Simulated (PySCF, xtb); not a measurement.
CH3Si, SMILES [CH]=[SiH2], multiplicity 2.

Harmonic wavenumbers (cm⁻¹) from xtb 6.7.1 with GFN2-xTB at its own minimum, in rising order: 117, 487, 613, 797, 913, 1095, 2127, 2279, 2913.

Task: What does PBE-D3(BJ)/def2-TZVP run with PySCF give at its own minimum? (Estimate from the structure and the level; the computed values follow.)

Result: 189, 265, 570, 628, 906, 1046, 2183, 2197, 3273. Paired by order, the mean absolute difference is 118 cm⁻¹ and the zero-point energies are 16.2 and 16.1 kcal/mol.
